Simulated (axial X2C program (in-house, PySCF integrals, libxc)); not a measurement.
**Spin–orbit effects down a group: molecules with O (ions), PBE0**

Computed with an in-house all-electron X2C program for linear molecules (integrals from PySCF), spin-free (one-electron X2C) or two-component (2c: spin–orbit coupling with atomic mean-field Coulomb and Gaunt terms, which also bring small scalar terms), in Dyall basis sets with cores contracted in-house; open shells are unrestricted.

Basis sets: Al dyall-v3z, B dyall-v3z, Ga dyall-cv3z, O dyall-av3z.

| molecule | spin-free state | Re (Å) | ωe (cm⁻¹) | De (eV) | 2c state | Re 2c (Å) | ωe 2c (cm⁻¹) | De 2c (eV) |
| --- | --- | --- | --- | --- | --- | --- | --- | --- |
| BO⁺ | M_S = 1, Λ = 1 | 1.302 | 1498.0 | 3.52 | Ω = 2 | 1.302 | 1498.1 | 3.53 |
| AlO⁺ | M_S = 1, Λ = 1 | 1.741 | 758.8 | 1.19 | Ω = 2 | 1.741 | 758.8 | 1.20 |
| GaO⁺ | M_S = 1, Λ = 1 | 1.874 | 422.9 | 0.13 | Ω = 2 | 1.874 | 423.9 | 0.14 |

Fragments in 2c: O + B+, Al+ + O, Ga+ + O. Each entry is the lowest single determinant of a limited PBE0 search at one distance. De goes to single-determinant-based atoms at the same level (for ions the charge split of lowest energy) and is withheld (n/a) where an atom does not fit its ground term or J level. Main or longest-lived isotopes. One determinant is a doubtful description, or other states lie close, for BO⁺, AlO⁺, GaO⁺; these need not be ground states, and all values refer to the states named. Some open-shell Ω = 0 determinants are out of reach, so the Ω given for BO⁺, AlO⁺, GaO⁺ need not be the lowest component. With several unpaired electrons the Ω given is that of one determinant, not necessarily of the lowest component. Some light 2c atoms are not at their ground J level, so De misses part of their lowering (0.04 eV or less). The functionals have no current term, which raises determinants with orbital currents. Where the atoms have a lower orbital projection than the molecule, De at mean-field level may be about a tenth of an eV too small.
